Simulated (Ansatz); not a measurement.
Reaction (atomization): `ClBBr` → B• + Br• + Cl• + H•

Calculated with Ansatz (gas phase, PBE0-D4/def2-TZVP geometries, no zero-point term in ΔE). CBS: MP2 limit from def2 TZ/QZ plus the TZ coupled-cluster correction, frozen cores. This one scheme is used for every species, atoms too. Functionals use def2-TZVPP. HSE06 is defined as in plane-wave codes. Open shells (•) are unrestricted, without spin–orbit coupling. Spin–orbit coupling would lower the free atoms: a little for B, Cl; clearly for Br. For Br outer-core shells are correlated without core-valence functions, so the limit isn't a true one: a few kJ/mol of doubt a bond, and 10 to 20 or more in all where bonds break to atoms. Scalar relativity is left out up to krypton.

`ClBBr`:

```xyz
4

Cl   -1.679    0.010   -0.238
B     0.008   -0.082    0.131
Br    1.298    0.737   -0.991
H     0.373   -0.665    1.097
```

Task: What is ΔE at CCSD(T)/CBS? (Estimate.)

Result: Ansatz gave: +1249.5 kJ/mol.

Task: What do these levels give: revPBE-D4, HSE06-D4, ωB97X-V, HF/def2-SVP, CCSD/def2-SVP, CCSD(T)/def2-SVP, MP2/def2-TZVPP, MP2/def2-QZVPP, SCS-MP2/def2-QZVPP, HF/CBS(def2), MP2/CBS(def2), CCSD/CBS(def2)? (Estimate.)

Result: Ansatz gave: revPBE-D4 1251.2, HSE06-D4 1268.2, ωB97X-V 1249.8, HF/def2-SVP 978.6, CCSD/def2-SVP 1172.2, CCSD(T)/def2-SVP 1190.1, MP2/def2-TZVPP 1266.2, MP2/def2-QZVPP 1285.8, SCS-MP2/def2-QZVPP 1254.4, HF/CBS(def2) 958.8, MP2/CBS(def2) 1300.8, CCSD/CBS(def2) 1224.1 kJ/mol.

Largest T1 diagnostic among the species: 0.014.

The D4 term adds +14.0 kJ/mol with B3LYP and +7.1 kJ/mol with PBE0; it sums over pairs of atoms, weighted by their polarisabilities, and B3LYP, whose exchange is more repulsive, gets the larger term. In def2-TZVPP, CCSD(T) changes the Hartree–Fock value by +255.3 kJ/mol (the triples alone add +25.4 kJ/mol) and MP2 by +306.6 kJ/mol; breaking electron pairs costs correlation energy, which Hartree–Fock lacks. From r2SCAN to r2SCAN0 (25 % exact exchange), in def2-TZVPP and without D4, ΔE moves by −21.9 kJ/mol: exact exchange takes away binding that semilocal exchange gives to molecules.

B3LYP here is the variant with VWN-RPA as its local correlation; programs differ in this.

For atomizations the MP2-based limit and the directly extrapolated one differ by several kJ/mol either way, and by 10 to 25 for some Ge, Se and Sn compounds, so smaller differences from it don't rank the levels.
